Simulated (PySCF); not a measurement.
Field gradients at the hydrogen positions

C4H9F3Si.
Atom-mapped SMILES: `[F:1][CH:2]([F:3])[CH2:4][C@H:5]([F:6])[CH2:7][SiH3:8]` (hydrogens: H9 on C2; H10, H11 on C4; H12 on C5; H13, H14 on C7; H15, H16, H17 on Si8)

Structure used (GFN2-xTB), in Å, numbered top down from 1:
```
atom  x, y, z in Å
F1    -3.7134    0.4112    0.2848
C2    -2.5722   -0.2662    0.0100
F3    -2.6298   -0.5750   -1.3100
C4    -1.3534    0.5931    0.3065
C5    -0.0617   -0.2050    0.1289
F6    -0.0851   -1.2492    1.0431
C7     1.1868    0.6269    0.3514
Si8    2.7882   -0.4140    0.2626
H9    -2.5898   -1.2080    0.5779
H10   -1.4290    0.9471    1.3361
H11   -1.3531    1.4494   -0.3693
H12   -0.0441   -0.6819   -0.8590
H13    1.2064    1.4134   -0.4019
H14    1.1119    1.1158    1.3236
H15    3.9029    0.4993    0.5175
H16    2.8832   -0.9706   -1.0883
H17    2.7451   -1.4743    1.2628
```

Level: PBE0/pcSseg-1 (PySCF, non-relativistic); Q(2H) = 0.00286 b; rigid geometry, the same for H and D, with no vibrational averaging.

Question: Rank these positions by the coupling χzz of a deuteron there, largest first.
A. H10 (methylene hydrogen)
B. H12 (methine hydrogen)
C. H13 (methylene hydrogen)
D. H17 (Si–H hydrogen)
E. H9 (methine hydrogen)

Answer: C (211 kHz), A (202 kHz), B (187 kHz), E (179 kHz), D (112 kHz).

What are Vzz, η and χzz (234.96 MHz × Q × Vzz) at all hydrogens?

```json
{"atom": "H9", "bonded to": "C2", "bond length (Å)": "1.100", "Vzz (au)": "0.2663", "η": "0.04", "χzz (kHz)": "179"}
{"atom": "H10", "bonded to": "C4", "bond length (Å)": "1.091", "Vzz (au)": "0.3002", "η": "0.04", "χzz (kHz)": "202"}
{"atom": "H11", "bonded to": "C4", "bond length (Å)": "1.091", "Vzz (au)": "0.3017", "η": "0.03", "χzz (kHz)": "203"}
{"atom": "H12", "bonded to": "C5", "bond length (Å)": "1.097", "Vzz (au)": "0.2781", "η": "0.05", "χzz (kHz)": "187"}
{"atom": "H13", "bonded to": "C7", "bond length (Å)": "1.089", "Vzz (au)": "0.3134", "η": "0.04", "χzz (kHz)": "211"}
{"atom": "H14", "bonded to": "C7", "bond length (Å)": "1.091", "Vzz (au)": "0.3100", "η": "0.04", "χzz (kHz)": "208"}
{"atom": "H15", "bonded to": "Si8", "bond length (Å)": "1.463", "Vzz (au)": "0.1629", "η": "0.01", "χzz (kHz)": "109"}
{"atom": "H16", "bonded to": "Si8", "bond length (Å)": "1.464", "Vzz (au)": "0.1621", "η": "0.02", "χzz (kHz)": "109"}
{"atom": "H17", "bonded to": "Si8", "bond length (Å)": "1.458", "Vzz (au)": "0.1662", "η": "0.01", "χzz (kHz)": "112"}
```

Average by the element that carries the hydrogen.

on C: 198 kHz over 6 positions, mean bond length 1.093 Å; on Si: 110 kHz over 3 positions, mean bond length 1.462 Å.

Give the 2H NMR doublet splittings at H12 for a magnetic field along the z, y and x axes of the gradient: 3χ/2, 3χ(1 + η)/4, 3χ(1 − η)/4.

With |χ| = 186.9 kHz and η = 0.049: 280, 147 and 133 kHz, to first order and without motion.

One conformer (not necessarily the lowest) at the GFN2-xTB geometry, without solvent, vibrations or thermal averaging. GFN2-xTB bond lengths can be off by several hundredths of an ångström, more for odd bonds, and the gradients follow them. A larger basis could move these couplings by a tenth or more.

These values come from a run that also computed NMR shieldings. Hardware: one thread, Arm Neoverse N1 (aarch64), shared host with 64 logical CPUs at a one-minute load of 56. Cost: 54 s of wall time, 0.83 GiB resident at most.
